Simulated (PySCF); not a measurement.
B(CCH)(F)2 (C₂HBF₂), SMILES C#CB(F)F.

The structure is a stationary point at PBE0-D3(BJ)/def2-SVP.

Calculation: CAM-B3LYP/def2-TZVPD run with PySCF.

Symmetry labels are those of the subgroup C2v that the program uses (full group C2v).

Computed valence orbital energies around the gap with their symmetry:
```csv
orbital,symmetry,energy (eV)
HOMO−7,B2,-17.04
HOMO−6,A1,-16.43
HOMO−5,B1,-15.91
HOMO−4,A2,-14.32
HOMO−3,B2,-13.94
HOMO−2,A1,-13.67
HOMO−1,B1,-10.45
HOMO,B2,-10.27
LUMO,B1,-0.45
LUMO+1,A1,0.57
LUMO+2,B2,1.12
LUMO+3,A1,1.26
```
